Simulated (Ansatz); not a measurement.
# Nudged elastic band run: ClF₂GeH

The input (input.yaml):

```yaml
crystal:
  periodic: [false, false, false]
  atoms:
    - { symbol: Ge, position_ang: [0.209734, -0.045094, 0.240755] }
    - { symbol: H, position_ang: [0.185763, 0.002493, 1.776532] }
    - { symbol: F, position_ang: [1.849175, -0.029261, -0.339736] }
    - { symbol: F, position_ang: [-0.52725, 1.384777, -0.420572] }
    - { symbol: Cl, position_ang: [-0.77832, -1.753515, -0.592178] }
basis:
  gaussian: { orbitals: def2-SVP }
hamiltonian:
  xc: pbe
neb:
  order_check: false
  images: 9
  f_tol: 0.05
  max_iterations: 60
  final_atoms:
    - { symbol: Ge, position_ang: [-0.59581918, -0.56513732, 0.86752458] }
    - { symbol: H, position_ang: [1.11422378, 0.75722189, 0.17339515] }
    - { symbol: F, position_ang: [1.63858966, 0.0129469, 0.53445247] }
    - { symbol: F, position_ang: [-0.41094137, 1.11145466, 0.07502745] }
    - { symbol: Cl, position_ang: [-0.80695089, -1.75708613, -0.98559864] }
  initial_path:
    images:
      - { positions_ang: [[0.209734, -0.045094, 0.240755], [0.185763, 0.002493, 1.776532], [1.849175, -0.029261, -0.339736], [-0.52725, 1.384777, -0.420572], [-0.77832, -1.753515, -0.592178]] }
      - { positions_ang: [[0.1677168, -0.03611105, 0.19268006], [0.34226479, 0.00238705, 1.71278807], [1.84182594, -0.02334408, -0.17203249], [-0.58039588, 1.38181468, -0.44825579], [-0.83230966, -1.7653466, -0.62037885]] }
      - { positions_ang: [[0.12569961, -0.02712811, 0.14460512], [0.49876658, 0.00228109, 1.64904415], [1.83447689, -0.01742716, -0.00432898], [-0.63354175, 1.37885237, -0.47593958], [-0.88629932, -1.77717819, -0.6485797]] }
      - { positions_ang: [[0.08368241, -0.01814516, 0.09653017], [0.65526837, 0.00217514, 1.58530022], [1.82712783, -0.01151024, 0.16337453], [-0.68668763, 1.37589005, -0.50362337], [-0.94028898, -1.78900979, -0.67678055]] }
      - { positions_ang: [[0.04166522, -0.00916221, 0.04845523], [0.81177016, 0.00206919, 1.52155629], [1.81977877, -0.00559332, 0.33107803], [-0.73983351, 1.37292774, -0.53130715], [-0.99427864, -1.80084139, -0.70498141]] }
      - { positions_ang: [[-0.00035198, -0.00017927, 0.00038029], [0.96827196, 0.00196323, 1.45781237], [1.81242971, 0.0003236, 0.49878154], [-0.79297939, 1.36996542, -0.55899094], [-1.0482683, -1.81267298, -0.73318226]] }
      - { positions_ang: [[-0.11944542, -0.11317088, 0.17380915], [0.99746232, 0.15301496, 1.20092892], [1.7776617, 0.00284826, 0.50591573], [-0.71657178, 1.31826327, -0.43218727], [-1.00000482, -1.80155561, -0.78366553]] }
      - { positions_ang: [[-0.23853886, -0.22616249, 0.34723801], [1.02665268, 0.3040667, 0.94404548], [1.74289369, 0.00537292, 0.51304991], [-0.64016418, 1.26656112, -0.30538359], [-0.95174134, -1.79043824, -0.83414881]] }
      - { positions_ang: [[-0.3576323, -0.3391541, 0.52066686], [1.05584305, 0.45511843, 0.68716204], [1.70812568, 0.00789758, 0.5201841], [-0.56375658, 1.21485897, -0.17857991], [-0.90347785, -1.77932087, -0.88463209]] }
      - { positions_ang: [[-0.47672574, -0.45214571, 0.69409572], [1.08503341, 0.60617016, 0.43027859], [1.67335767, 0.01042224, 0.52731828], [-0.48734897, 1.16315682, -0.05177623], [-0.85521437, -1.7682035, -0.93511536]] }
      - { positions_ang: [[-0.59581918, -0.56513732, 0.86752458], [1.11422378, 0.75722189, 0.17339515], [1.63858966, 0.0129469, 0.53445247], [-0.41094137, 1.11145466, 0.07502745], [-0.80695089, -1.75708613, -0.98559864]] }
```

Launched with:

```bash
$ ansatz run input.yaml --threads 1 --pin off --max-ram 2048MiB --backend cpu --events-out ev --progress --plain --runs-dir out
```

Output, in part (warnings, iteration lines, the closing report on the highest movable image, with atoms numbered from 0):

```
NEB end point (image 0): max|allowed force component| = 1.567e-3 eV/Å (the criterion of neb.relax_end_points is 1.000e-2)
NEB end point (image 10): max|allowed force component| = 1.411e-2 eV/Å (the criterion of neb.relax_end_points is 1.000e-2)
NEB iter   1: max|band force component| = 1.216e1 eV/Å  barrier→ = 3.4426 eV  barrier← = 2.9848 eV  Δτ_max = 0.1956 Å  (283 SCF iters)
NEB iter   2: max|band force component| = 2.894e0 eV/Å  barrier→ = 2.3395 eV  barrier← = 1.8817 eV  Δτ_max = 0.1978 Å  (289 SCF iters)
NEB iter   3: max|band force component| = 1.647e0 eV/Å  barrier→ = 2.0664 eV  barrier← = 1.6086 eV  Δτ_max = 0.2000 Å  (270 SCF iters)
NEB iter   4: max|band force component| = 1.548e0 eV/Å  barrier→ = 2.0156 eV  barrier← = 1.5578 eV  Δτ_max = 0.1977 Å  (272 SCF iters)
NEB iter   5: max|band force component| = 4.947e0 eV/Å  barrier→ = 2.1655 eV  barrier← = 1.7078 eV  Δτ_max = 0.0994 Å  (276 SCF iters)
NEB iter   6: max|band force component| = 2.197e0 eV/Å  barrier→ = 1.9584 eV  barrier← = 1.5006 eV  Δτ_max = 0.2000 Å  (264 SCF iters)
NEB iter   7: max|band force component| = 4.846e0 eV/Å  barrier→ = 2.1760 eV  barrier← = 1.7182 eV  Δτ_max = 0.1004 Å  (271 SCF iters)
NEB iter   8: max|band force component| = 1.638e0 eV/Å  barrier→ = 2.1105 eV  barrier← = 1.6527 eV  Δτ_max = 0.1987 Å  (252 SCF iters)
NEB iter   9: max|band force component| = 1.551e0 eV/Å  barrier→ = 1.8203 eV  barrier← = 1.3625 eV  Δτ_max = 0.2000 Å  (277 SCF iters)
NEB iter  10: max|band force component| = 1.556e0 eV/Å  barrier→ = 1.6835 eV  barrier← = 1.2257 eV  Δτ_max = 0.0991 Å  (266 SCF iters)
NEB iter  11: max|band force component| = 1.210e0 eV/Å  barrier→ = 1.6875 eV  barrier← = 1.2297 eV  Δτ_max = 0.1005 Å  (253 SCF iters)
NEB iter  12: max|band force component| = 1.414e0 eV/Å  barrier→ = 1.8171 eV  barrier← = 1.3593 eV  CI = image 3  Δτ_max = 0.1982 Å  (247 SCF iters)
NEB iter  13: max|band force component| = 7.579e-1 eV/Å  barrier→ = 2.0463 eV  barrier← = 1.5885 eV  CI = image 3  Δτ_max = 0.1131 Å  (260 SCF iters)
NEB iter  14: max|band force component| = 3.431e-1 eV/Å  barrier→ = 2.0209 eV  barrier← = 1.5631 eV  CI = image 3  Δτ_max = 0.2000 Å  (243 SCF iters)
NEB iter  15: max|band force component| = 8.719e-2 eV/Å  barrier→ = 2.0149 eV  barrier← = 1.5571 eV  CI = image 3  Δτ_max = 0.0452 Å  (245 SCF iters)
NEB iter  16: max|band force component| = 8.465e-2 eV/Å  barrier→ = 2.0143 eV  barrier← = 1.5565 eV  CI = image 3  Δτ_max = 0.0116 Å  (238 SCF iters)
NEB iter  17: max|band force component| = 5.117e-2 eV/Å  barrier→ = 2.0138 eV  barrier← = 1.5560 eV  CI = image 3  Δτ_max = 0.0048 Å  (232 SCF iters)
NEB iter  18: max|band force component| = 2.113e-2 eV/Å  barrier→ = 2.0137 eV  barrier← = 1.5559 eV  CI = image 3  Δτ_max = 0.0000 Å  (441 SCF iters)
Total energy: -74457.71413889 eV, -2736.2705253527 hartree
Atom 0 at    -0.233365    -0.052238     0.353645 Å, force    -0.000535    -0.017601     0.003290 eV/Å
Atom 1 at     0.965921     0.022614     1.450127 Å, force    -0.005802    -0.004236    -0.001472 eV/Å
Atom 2 at     1.738420     0.000262     0.302465 Å, force     0.011500     0.005077     0.000141 eV/Å
Atom 3 at    -0.676730     1.344503    -0.604779 Å, force    -0.004076     0.010188    -0.008298 eV/Å
Atom 4 at    -0.855145    -1.755741    -0.836657 Å, force    -0.001087     0.006571     0.006339 eV/Å
Dipole moment:    -0.109950    -0.083585     0.417652 e Å
```

It converged. A vibrational analysis at the climbing image gives one clearly imaginary mode, 1115i cm⁻¹: a first-order saddle point. The orbitals stay closed-shell, which can raise the energy where a bond breaks towards radicals; this wasn't checked here.

Final band (atoms are numbered from 1 in the order of the input):

```csv
image,path coordinate (Å),energy (kJ/mol),Ge1–H2 (Å),Ge1–F3 (Å),H2–F3 (Å)
0,0.00,0.0,1.54,1.74,2.69
1,0.42,26.7,1.53,1.74,2.30
2,0.84,117.9,1.54,1.80,1.84
3,1.25,194.3,1.63,1.97,1.38
4,1.69,112.3,1.95,2.24,1.00
5,2.12,81.1,2.50,2.44,0.94
6,2.56,76.2,2.88,2.48,0.94
7,2.99,73.5,2.92,2.48,0.94
8,3.43,66.5,2.83,2.48,0.94
9,3.86,53.9,2.60,2.46,0.95
10,4.30,44.2,2.27,2.33,0.98
```

The run took 5.6 min on 1 thread of Arm Neoverse V1, with other jobs on the host, peak memory 0.12 GiB.
